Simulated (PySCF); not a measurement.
`F[C@@H]1C[Si@@H](F)[Se][C@@H]1F`, C3H5F3SeSi

Molfile (atoms numbered from 1):
```
C3H5F3SeSi
     RDKit          3D

 13 13  0  0  0  0  0  0  0  0999 V2000
   -1.3308   -1.8935    0.4739 F   0  0  0  0  0  0  0  0  0  0  0  0
   -0.7227   -0.8275   -0.1512 C   0  0  2  0  0  0  0  0  0  0  0  0
    0.7512   -0.7542    0.2144 C   0  0  0  0  0  0  0  0  0  0  0  0
    1.3920    0.9488   -0.3408 Si  0  0  1  0  0  4  0  0  0  0  0  0
    2.2148    0.7728   -1.7124 F   0  0  0  0  0  0  0  0  0  0  0  0
   -0.6106    1.9490   -0.7595 Se  0  0  0  0  0  2  0  0  0  0  0  0
   -1.4406    0.4598    0.2478 C   0  0  2  0  0  0  0  0  0  0  0  0
   -1.2845    0.7008    1.5802 F   0  0  0  0  0  0  0  0  0  0  0  0
   -0.8685   -0.9852   -1.2286 H   0  0  0  0  0  0  0  0  0  0  0  0
    0.8376   -0.8673    1.2952 H   0  0  0  0  0  0  0  0  0  0  0  0
    1.2952   -1.5749   -0.2495 H   0  0  0  0  0  0  0  0  0  0  0  0
    2.2778    1.6494    0.5672 H   0  0  0  0  0  0  0  0  0  0  0  0
   -2.5154    0.4225    0.0457 H   0  0  0  0  0  0  0  0  0  0  0  0
  1  2  1  0
  2  3  1  0
  3  4  1  0
  4  5  1  0
  4  6  1  0
  6  7  1  0
  7  8  1  0
  7  2  1  0
  2  9  1  6
  3 10  1  0
  3 11  1  0
  4 12  1  1
  7 13  1  1
M  END
```

Method used: TDDFT PBE0/def2-SVPD circular dichroism and optical rotation, one conformer, gas phase (PySCF). Geometry: GFN2-xTB.

The calculation is non-relativistic, which matters for the atoms heavier than Zn. States above about 7.5 eV lie in this functional's continuum (it starts at minus the energy of the highest occupied orbital, well below the true ionisation energy for most functionals) and depend on the basis.

Q: Draw the ECD and absorption spectra from the lowest 12 states, each a Gaussian of half-width 0.35 eV at 1/e height.

A: 
```
E (eV)  λ (nm)  Δε (L mol⁻¹ cm⁻¹)  ε (L mol⁻¹ cm⁻¹)
  4.57     271              +0.79              16.2
  4.67     266              +1.65              33.7
  4.77     260              +2.92              59.7
  4.87     255              +4.40              89.8
  4.97     250              +5.62               115
  5.07     245              +6.09               125
  5.17     240              +5.61               116
  5.27     235              +4.35              93.6
  5.37     231              +2.78              72.9
  5.47     227              +1.22              73.2
  5.57     223              -0.30               116
  5.67     219              -2.03               223
  5.77     215              -4.24               399
  5.87     211              -6.87               623
  5.97     208              -9.49               841
  6.07     204             -11.56               996
  6.17     201             -12.76              1080
  6.27     198             -13.09              1160
  6.37     195             -12.41              1350
  6.47     192             -10.19              1770
  6.57     189              -5.75              2400
  6.67     186              +0.74              3140
  6.77     183              +7.76              3790
  6.87     181             +13.00              4170
  6.97     178             +14.72              4250
  7.07     175             +12.87              4180
  7.17     173              +8.81              4260
  7.27     171              +4.19              4800
  7.37     168              -0.02              6020
  7.47     166              -3.47              7880
  7.57     164              -5.80              9940
  7.67     162              -6.42             11400
  7.77     160              -5.09             11400
```
Δε uses R in velocity form, ε uses f in length form. Only the states computed contribute, so the short-wavelength end is incomplete.
